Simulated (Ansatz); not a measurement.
Relaxation of F3H4NSi (9 atoms, charge 0, multiplicity 1), to a largest force component of 0.03 eV/Å in at most 50 steps.

All numbers below come from RKS PBE0/cc-pVDZ (Ansatz 0.2.0).

```xyz
9
Properties=species:S:1:pos:R:3
Si -0.564 0.658 -0.277
N 0.864 0.136 0.652
F -0.200 0.438 -1.850
F -0.829 2.270 -0.134
H -1.797 -0.035 0.139
H 0.426 -1.996 -0.122
F -0.358 -2.309 -0.468
H 0.740 0.204 1.662
H 1.718 0.633 0.399
```

**Question.** Where does it end, and by what steps?

**Answer.** The forces met the threshold. After 6 steps the energy has fallen by 0.170 eV; H6 moved furthest, 0.41 Å.

```
step  energy less start (eV)  largest force component (eV/Å)  accepted
   0                  0.0000                           0.962       yes
   1                 -0.0966                           0.507       yes
   2                 -0.1545                           0.389       yes
   3                 -0.1649                           0.167       yes
   4                 -0.1681                           0.070       yes
   5                 -0.1654                           0.403        no
   6                 -0.1696                           0.028       yes
```

```xyz
9
Properties=species:S:1:pos:R:3
Si -0.594 0.651 -0.305
N 0.777 0.014 0.572
F -0.240 0.503 -1.886
F -0.765 2.260 -0.051
H -1.858 -0.005 0.074
H 0.433 -1.626 0.049
F -0.121 -2.290 -0.338
H 0.693 0.077 1.586
H 1.676 0.415 0.299
```

Time of the run: 18 s on 2 threads of Arm Neoverse V1 (shared host), peak memory 0.19 GiB.
